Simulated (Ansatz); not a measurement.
Two members of one family (Same ligands, another metal), computed with Ansatz in the gas phase. The two geometries come from different levels. HOMO and LUMO are taken over both spins. Binding counts from free atoms in the multiplicity of their measured ground term, without zero-point energy. Singlets are spin-restricted. The spins of the ions were chosen, not always searched. A dash marks a value that wasn't run or was left out as unsound. The structures are stationary points that may keep the symmetry of their start. Remarks come from the PBE and PBE0 runs and from stability tests at other levels; not every state was tested. A HOMO above zero means that the electron is unbound at that level and held by the basis, or that self-interaction error raises the level; the energy of removing that electron tells which. HOMO above LUMO (over both spins in singlets and doublets, within one spin in higher multiplets; at PBE or PBE0), or a gap under 0.15 eV within one spin, warns that the state may not be the lowest or that an electron is smeared out.

First: FeMe2 (quintet, charge 0, PBE0-D4/def2-TZVP geometry; reduced ion quartet).

```tsv
atom	x (Å)	y (Å)	z (Å)
Fe1	0.0596	0.0755	-0.0610
C2	1.3218	0.1937	1.5219
H3	0.8200	-0.0918	2.4543
H4	1.7131	1.2075	1.6661
H5	2.1877	-0.4699	1.4084
C6	-1.3162	-0.1871	-1.5274
H7	-1.1291	-1.1034	-2.1003
H8	-1.3267	0.6423	-2.2442
H9	-2.3303	-0.2669	-1.1178
```

```json
{"level": "r2SCAN-D4/def2-TZVPD", "HOMO (eV)": "-5.03", "LUMO (eV)": "-3.77", "gap (eV)": "1.25", "vertical EA (eV)": "1.05", "binding per atom (eV)": "3.50"}
{"level": "B97M-V/def2-TZVP", "HOMO (eV)": "-5.34", "LUMO (eV)": "-3.93", "gap (eV)": "1.41", "vertical EA (eV)": "–", "binding per atom (eV)": "3.48"}
{"level": "PBE0-D4/def2-TZVP", "HOMO (eV)": "-6.67", "LUMO (eV)": "-2.60", "gap (eV)": "4.07", "vertical EA (eV)": "–", "binding per atom (eV)": "3.50"}
{"level": "PBE0-D4/def2-TZVPD", "HOMO (eV)": "-6.68", "LUMO (eV)": "-2.60", "gap (eV)": "4.07", "vertical EA (eV)": "0.80", "binding per atom (eV)": "3.50"}
{"level": "LC-ωPBE/def2-TZVP", "HOMO (eV)": "-9.35", "LUMO (eV)": "-0.31", "gap (eV)": "9.04", "vertical EA (eV)": "–", "binding per atom (eV)": "3.50"}
```

Metal–donor distances: 2 × C 2.03 Å. Remarks: HOMO above LUMO (singlet), restricted singlet, untested (singlet), spin-contaminated (⟨S²⟩ up to 3.01) (triplet), HOMO above zero (-1 quartet).

Second: CuMe2 (doublet, charge 0, r2SCAN-D4/def2-TZVP geometry; reduced ion singlet).

Cartesian coordinates in Å:
```
Cu 0.000 0.000 0.000
C -1.065 -1.500 0.577
H -0.901 -2.361 -0.080
H -2.130 -1.245 0.554
H -0.799 -1.789 1.600
C 1.065 1.500 -0.577
H 2.132 1.273 -0.479
H 0.842 2.385 0.030
H 0.856 1.738 -1.626
```

**Question.** What does the change do? Estimate second minus first.

**Answer.** 
```
               level  Δ HOMO (eV)  Δ LUMO (eV)  Δ gap (eV)  Δ vertical EA (eV)  Δ binding per atom (eV)
r2SCAN-D4/def2-TZVPD        -0.70        -1.82       -1.12                1.38                    -0.13
    B97M-V/def2-TZVP        -0.41        -1.74       -1.33                   –                    -0.14
   PBE0-D4/def2-TZVP         0.04        -1.83       -1.87                   –                    -0.17
  PBE0-D4/def2-TZVPD         0.04        -1.83       -1.87                1.58                    -0.17
   LC-ωPBE/def2-TZVP         0.20        -1.81       -2.01                   –                    -0.19
```

Metal–donor distances: 2 × C 1.93 Å. Remarks: HOMO above LUMO, gap within one spin near zero, HOMO above zero (-1 singlet).
